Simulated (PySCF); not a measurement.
An unknown gives this computed stick spectrum. Method: PySCF 2.14.0, density-fitted response routines, TDDFT CAM-B3LYP/def2-SVPD, vertical, gas phase, core orbitals frozen in the response. Geometries: PBE0-D3(BJ)/def2-SVP, one conformer each.

```csv
state,ν̃ (cm⁻¹),f,"main configurations (H = HOMO, L = LUMO)"
S1,51680,0.019,"H→L (73%), H→L+2 (14%)"
S2,53010,0.038,"H→L+1 (67%), H→L+4 (17%)"
S3,54910,0.043,"H-1→L (48%), H-1→L+1 (34%)"
S4,56270,0.018,"H-1→L+1 (34%), H-1→L+4 (26%), H-1→L (20%)"
S5,57390,0.026,"H→L+2 (54%), H→L (14%), H-1→L (8%)"
S6,58380,0.018,"H→L+3 (52%), H→L+6 (13%)"
S7,60000,0.081,"H-1→L+2 (38%), H-1→L+5 (12%), H-1→L+3 (9%)"
S8,61280,0.017,"H→L+4 (47%), H→L+1 (14%), H→L+10 (9%)"
S9,62870,0.055,"H-1→L+3 (38%), H-2→L (16%), H-1→L+2 (12%)"
S10,63560,0.053,"H→L+5 (30%), H→L+7 (18%), H→L+8 (12%)"
```

Triplets computed (Tamm–Dancoff): 6.24, 6.31, 6.49, 6.73 eV.

Orbital energies (eV): HOMO-3 -10.57, HOMO-2 -9.54, HOMO-1 -8.37, HOMO -7.98, LUMO 0.90, LUMO+1 1.47, LUMO+2 1.64.

Task: Which candidate is it?
A. `N#C[C@H]1CCOC1`
B. `[CH3][Al@@H-]1[CH2]CC[N+]1(C)C`
C. `CC#CCC(N)=O`

Result: B. Its S1 lies at 6.41 eV; the nearest of the others has S1 at 5.77 eV. S1 is HOMO→LUMO (73%), HOMO→LUMO+2 (14%). Löwdin shares by element: HOMO carbon 57% or more, aluminium 18% (atoms not listed hold the other 24%); LUMO aluminium 26%, carbon 15% or more, hydrogen 6% or more (atoms not listed hold the other 53%). At the same level the other candidates give, for their lowest levels:
- `CC#CCC(N)=O`: 5.77 eV (f 0.000); 6.42 eV (f 0.001); 6.73 eV (f 0.005); 6.79 eV (f 0.003); 6.82 eV (f 0.004); HOMO -8.61, LUMO 0.97 eV
- `N#C[C@H]1CCOC1`: 7.38 eV (f 0.003); 7.59 eV (f 0.001); 7.89 eV (f 0.008); 7.90 eV (f 0.006); 8.16 eV (f 0.047); HOMO -9.60, LUMO 0.91 eV
